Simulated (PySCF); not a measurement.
Spinor energies of I⁴⁺ (iodine, charge +4)

Start: [Kr] 4d10 5s2 5p1; 5p1/2 filled at m_j = +1/2. Calculated with PySCF 2.14 in x2c-QZVPPall-2c (13s13p9d4f1g, 134 functions): generalised Hartree-Fock with the X2C-1e Hamiltonian and a Gaussian nucleus; one run each with spin-orbit coupling (SO) switched off, then screened by Boettger's factors.

| spinor shell | electrons | ε, spin-free (eV) | ε, screened SO (eV) | weight of nominal j (screened SO) | rms radius, screened SO (bohr) |
| --- | --- | --- | --- | --- | --- |
| 1s1/2 | 2 | -33380.6 | -33377.1 | 1.000 | 0.0311 |
| 2s1/2 | 2 | -5295.8 | -5294.6 | 1.000 | 0.127 |
| 2p1/2 | 2 | -4750.7 | -4958.6 | 1.000 | 0.109 |
| 2p3/2 | 4 | -4750.7 | -4656.8 | 1.000 | 0.115 |
| 3s1/2 | 2 | -1147.9 | -1147.4 | 1.000 | 0.334 |
| 3p1/2 | 2 | -966.87 | -1007.0 | 1.000 | 0.327 |
| 3p3/2 | 4 | -966.87 | -948.37 | 1.000 | 0.338 |
| 3d3/2 | 4 | -696.67 | -703.61 | 1.000 | 0.311 |
| 3d5/2 | 6 | -696.67 | -691.44 | 1.000 | 0.314 |
| 4s1/2 | 2 | -256.03 | -255.75 | 1.000 | 0.786 |
| 4p1/2 | 2 | -196.55 | -204.46 | 1.000 | 0.825 |
| 4p3/2 | 4 | -196.55 | -192.66 | 1.000 | 0.854 |
| 4d3/2 | 4 | -107.32 | -108.29 | 1.000 | 0.976 |
| 4d5/2 | 6 | -107.32 | -106.30 | 1.000 | 0.985 |
| 5s1/2 | 2 | -61.661 | -61.557 | 0.998 | 1.92 |
| 5p1/2 | 1 | -49.992 | -51.031 | 0.998 | 2.13 |

| quantity | spin-free | screened SO |
| --- | --- | --- |
| E (hartree) | -7108.20282 | -7110.38782 |
| M_J | 1/2 | 1/2 |
| ⟨J²⟩ | 1.147 | 0.764 |
| ⟨L²⟩ | 2.027 | 2.045 |
| ⟨S²⟩ | 0.759 | 0.779 |

Each row is a mean over spinors that exchange with the open shell spreads, by up to 0.814 eV (4p1/2).

Breit and QED terms are absent; they matter most for the inner s and p1/2 levels.

Densities and radii are taken from the X2C orbitals without a picture-change correction, which distorts them close to the nucleus.

Without spin-orbit coupling the j labels of p, d and f shells carry no meaning; the spin-free column gives the mean over the occupied spinors of each nl shell, and its ⟨J²⟩ belongs to a mixture of degenerate components.
